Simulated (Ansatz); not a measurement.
`[SiH3]B[CH2][GaH2]`, relaxed with RKS PBE0-D4/def2-TZVP in Ansatz from a GFN2-xTB geometry. The force threshold is 0.005 eV/Å; the program also tests the step.

Total charge 0; spin multiplicity 1.

Start:

```xyz
12

Si    1.268   -1.075    0.623
B    -0.334   -0.937   -0.504
C    -0.529    0.335   -1.326
Ga   -0.997    1.439    0.362
H     0.907   -0.995    2.062
H     2.070   -2.302    0.496
H     2.227    0.037    0.425
H    -1.232   -1.698   -0.414
H     0.359    0.848   -1.714
H    -1.348    0.397   -2.051
H    -2.480    1.851    0.754
H     0.091    2.101    1.288
```

Problem. By how much does the energy fall, and how many steps does the optimiser take? (Estimate.)

Solution. The calculation gave: 18.09 kJ/mol, in 51 steps, 8 of them rejected.

Problem. Which bonds change most? (An estimate is asked.)

Solution. Ansatz gave: Si1–B2 from 1.964 to 2.018 Å; C3–Ga4 from 2.071 to 2.038 Å; B2–C3 from 1.527 to 1.502 Å; Ga4–H11 from 1.588 to 1.564 Å.

Problem. Give the relaxed structure. (Estimate.)

Solution. Ansatz gave: 
```xyz
12

Si    1.479   -1.016    0.615
B    -0.354   -0.872   -0.217
C    -0.670    0.190   -1.231
Ga   -1.126    1.502    0.260
H     1.459   -1.336    2.070
H     2.264   -2.087   -0.067
H     2.253    0.256    0.454
H    -1.234   -1.592    0.176
H     0.128    0.727   -1.752
H    -1.580    0.150   -1.834
H    -1.588    2.902   -0.262
H    -1.031    1.177    1.788
```
